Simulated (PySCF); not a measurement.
Compound: C3H11NSi2.
InChI=1S/C3H11NSi2/c1-3-2-5-4-6-3/h3-4H,2,5-6H2,1H3/t3-/m1/s1

The closed-shell ground state was solved at several levels (PySCF, density fitting, gas phase, non-relativistic). One conformer (not necessarily the lowest) at the PBE0-D3(BJ)/def2-SVP geometry, without solvent, vibrations or thermal averaging.

```csv
level,basis functions,total energy (Eh),HOMO (eV),LUMO (eV),gap (eV),dipole (D)
PBE0/pcSseg-1,171,-754.2322,-7.20,0.51,7.71,0.11
CAM-B3LYP/def2-SVPD,216,-754.3449,-8.57,1.05,9.62,0.10
```

(1) What might B97-2/pcSseg-1 (171 basis functions) give for the same quantities?

(2) Over all these levels, which gives the widest orbital gap and which the narrowest?

(3) How far do the dipole and the HOMO energy spread over the levels?

Answers

(1) Total energy -754.6503 Eh, HOMO -6.95 eV, LUMO 0.55 eV, gap 7.50 eV, dipole 0.11 D.

(2) CAM-B3LYP/def2-SVPD (range-separated hybrid) has the widest, 9.62 eV, and B97-2/pcSseg-1 (global hybrid, 21 % exact exchange) the narrowest, 7.50 eV. Functional and basis both differ between the two, so the spread mixes both effects.

(3) The dipole runs from 0.10 to 0.11 D (mean 0.11 D) and the HOMO from -8.57 to -6.95 eV.
